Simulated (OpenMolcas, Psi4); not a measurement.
# CH2NSn (SMILES N#[C][SnH2]): the energy, rung by rung

The species is CH2NSn (5 atoms), meant as a doublet with charge 0. SMILES: `N#[C][SnH2]`. Geometry: relaxed at PBE0-D4/def2-TZVP.

```xyz
5

N     0.8338   -1.5357    1.6656
C     0.5060   -0.8515    0.7960
Sn    0.0096    0.3311   -0.8863
H    -1.6485    0.0382   -1.1840
H     0.3490    1.9444   -0.4326
```

Quantity: the energy change with the Sn3–H4 bond stretched from 1.710 to 2.223 Å, in eV. The values are calculated.

```csv
level,kind,program,value (eV)
UBLYP/def2-SVPD (core potential),GGA,OpenMolcas,0.69
UPBE/def2-SVPD (core potential),GGA,OpenMolcas,0.76
UM06-L/def2-SVPD (core potential),meta-GGA,OpenMolcas,0.80
UB3LYP/def2-SVPD (core potential),global hybrid,OpenMolcas,0.82
UM06-2X/def2-SVPD (core potential),hybrid meta-GGA,Psi4,0.90
UPBE0/def2-SVPD (core potential),global hybrid,Psi4,0.90
UTPSSh/def2-SVPD (core potential),hybrid meta-GGA,Psi4,0.87
UCCSD/def2-SVPD (core potential),coupled cluster or CI,Psi4,0.93
```

The first shape isn't each level's own minimum. The values span 0.69 to 0.93 eV. In the correlated wave-function rows the outer d shell of Sn is correlated, in sets not made for it.
